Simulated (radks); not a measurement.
The numbers below are computed, except where a source is named.
Charge is removed step by step from the 5p down level of the europium ion Eu+, starting from [Kr] 4d10 4f7 5s2 5p(up 3, down 3) 6s1. Level of theory: scalar-relativistic Kohn-Sham, r2SCAN, spin-polarised, spherical densities, finite nucleus; open shells are filled with parallel spins first (spin-orbit coupling, left out, can overturn this in heavy ions); meta-GGA in the generalised Kohn-Sham scheme; Fermi nuclear charge, rms radius 5.1115 fm (a radial shooting solver on a logarithmic mesh with Libxc functionals).

removed (e)  E - E(0) (eV)  eigenvalue (eV)  E minus straight line (eV)
0                    0.000          -28.847                       0.000
0.25                 7.535          -31.488                      -1.012
0.5                 15.737          -34.183                      -1.357
0.75                24.618          -36.921                      -1.023
1                   34.188          -39.694                       0.000

Removing the whole electron costs 34.188 eV by Delta-SCF, against 28.847 eV from minus the eigenvalue at the starting occupation. Slater's transition state (half an electron removed) gives 34.183 eV. Integrating minus the eigenvalue over the occupation (Janak's theorem) gives 34.212 eV. In this scalar-relativistic scheme the density is built from large components alone, so the theorem holds only approximately. The mean slope of the eigenvalue, de/dn, is 10.8 eV per electron.
